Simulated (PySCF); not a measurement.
CH₆SSi, SMILES C[SiH2]S. Atoms are numbered in the order given.

```xyz
9

Si    -0.4194     0.6198     0.2438
C     -1.8422    -0.5995     0.2370
S      1.4210    -0.2684    -0.4384
H     -0.6564     1.7314    -0.7230
H     -0.2453     1.1928     1.6142
H     -1.6531    -1.4276     0.9375
H     -2.7772    -0.1025     0.5416
H     -1.9813    -1.0243    -0.7683
H      1.5028    -1.1562     0.5774
```
Charge 0, spin multiplicity 1.

Coordinates come from a PBE0-D3(BJ)/def2-SVP optimisation. One conformer was computed; it need not be the lowest.

The numbers are results of PySCF 2.14.0 with PBE0-D3(BJ)/def2-SVP, not measurements.

Frequencies are harmonic and unscaled.

| mode | ν (cm⁻¹) | IR (km/mol) | Raman (Å⁴/amu) | depolarisation | moving atoms (share of kinetic energy) |
|---|---|---|---|---|---|
| 1 | 163 | 7.6 | 6.2 | 0.74 | H 78 %, C 11 % |
| 2 | 172 | 1.2 | 1.5 | 0.71 | H 81 % |
| 3 | 211 | 18.4 | 3.8 | 0.73 | H 57 %, S 18 %, C 14 %, Si 11 % |
| 4 | 463 | 16.6 | 1.2 | 0.70 | H 90 %, Si 8 % |
| 5 | 501 | 26.6 | 12.3 | 0.19 | S 47 %, Si 41 %, H 8 % |
| 6 | 597 | 7.4 | 3.3 | 0.54 | H 97 % |
| 7 | 691 | 1.3 | 13.6 | 0.62 | H 58 %, C 30 %, Si 11 % |
| 8 | 731 | 48.9 | 8.7 | 0.28 | H 52 %, C 25 %, Si 23 % |
| 9 | 817 | 7.1 | 13.1 | 0.75 | H 83 % |
| 10 | 884 | 41.8 | 8.9 | 0.75 | H 80 %, C 16 % |
| 11 | 908 | 241.2 | 8.2 | 0.69 | H 81 %, Si 10 %, C 9 % |
| 12 | 935 | 91.0 | 17.7 | 0.75 | H 95 % |
| 13 | 1262 | 22.6 | 0.7 | 0.18 | H 78 %, C 22 % |
| 14 | 1425 | 7.2 | 12.4 | 0.75 | H 96 % |
| 15 | 1429 | 2.9 | 10.8 | 0.74 | H 96 % |
| 16 | 2220 | 119.8 | 156.3 | 0.19 | H 97 % |
| 17 | 2245 | 99.6 | 131.5 | 0.28 | H 97 % |
| 18 | 2711 | 0.3 | 118.3 | 0.29 | H 97 % |
| 19 | 3057 | 1.6 | 142.7 | 0.01 | H 97 % |
| 20 | 3162 | 1.8 | 93.6 | 0.74 | H 91 %, C 9 % |
| 21 | 3174 | 0.9 | 72.9 | 0.75 | H 91 %, C 9 % |
